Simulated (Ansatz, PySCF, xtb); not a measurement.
Lewis adduct: BH3 (SMILES B) (first 4 atoms) with CH4O (SMILES CO); geometry from B3LYP-D3(BJ)/def2-TZVP, rigid monomers moved along the line of their centres of mass till B1···O6 is 1.91 Å.
(charge 0, multiplicity 1):
| atom | x (Å) | y (Å) | z (Å) |
|---|---|---|---|
| B | 0.0314 | -0.0098 | 0.7831 |
| H | -0.3262 | 1.1245 | 0.6106 |
| H | -0.6037 | -0.8514 | 0.2043 |
| H | 1.2284 | -0.1728 | 0.7716 |
| C | 0.2799 | 0.5291 | 3.6035 |
| O | -0.4075 | -0.2819 | 2.6261 |
| H | -0.0764 | 0.2639 | 4.5975 |
| H | 0.0216 | 1.5569 | 3.3694 |
| H | 1.3570 | 0.3893 | 3.5156 |
| H | -0.2663 | -1.2191 | 2.8088 |

Interaction energies are E(AB) − E(A) − E(B) at the monomers' geometry in the complex; basis-set methods are counterpoise corrected. Rows marked so take none.

Correlated levels freeze the cores. Rows in STO-3G carry no dispersion term and start afresh at each structure.

The values were computed with Ansatz (a program for electronic structure); PySCF for STO-3G rows; xtb for the GFN methods. Values without a source in brackets are computed.

Q: One of these levels gives -26.94 kcal/mol for the interaction energy. Name it.
A) GFN1-xTB
B) r2SCAN/def2-TZVPPD
C) MP2/aug-cc-pVDZ
D) HF/STO-3G (no counterpoise)

A: B, r2SCAN/def2-TZVPPD. The others give -20.70 (GFN1-xTB), -41.70 (HF/STO-3G (no counterpoise)), -23.42 (MP2/aug-cc-pVDZ)
